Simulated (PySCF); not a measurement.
TaCl₃, SMILES [Cl][Ta]([Cl])[Cl] (connectivity only; charge and spin as stated), neutral, multiplicity 3. Atoms are numbered in the order given.

```xyz
4

Ta     0.0000     0.0000    -0.0623
Cl     0.0000     2.0901    -0.9915
Cl     0.0000    -2.0901    -0.9915
Cl     0.0000     0.0000     2.2506
```
Charge 0, spin multiplicity 3.

Geometry: PBE0-D3(BJ)/def2-SVP. The geometry has at least one imaginary mode, so it is a saddle point at that level. The multiplicity is an assumed one; other spin states were not compared. The def2 effective core potentials stand for the cores of Ta; spin–orbit coupling is left out.

The numbers are results of PBE/def2-TZVPD (PySCF), not measurements.

Mulliken values depend strongly on the basis, most of all with diffuse functions as here. ESP charges are fitted to the potential on shells at 1.4 to 2.0 van der Waals radii. Atomic charges (e):

```json
[
 {"atom": "Ta1", "Mulliken": "0.82", "ESP fit": "___", "Mulliken spin": "2.10"},
 {"atom": "Cl2", "Mulliken": "-0.25", "ESP fit": "___", "Mulliken spin": "-0.06"},
 {"atom": "Cl3", "Mulliken": "-0.25", "ESP fit": "___", "Mulliken spin": "-0.06"},
 {"atom": "Cl4", "Mulliken": "-0.31", "ESP fit": "___", "Mulliken spin": "0.02"}
]
```

Q: Fill in the missing entries. (An estimate is asked for; the answer gives what the named calculation found.)

A: 
- Ta1, ESP fit: 0.31
- Cl2, ESP fit: -0.08
- Cl3, ESP fit: -0.08
- Cl4, ESP fit: -0.15
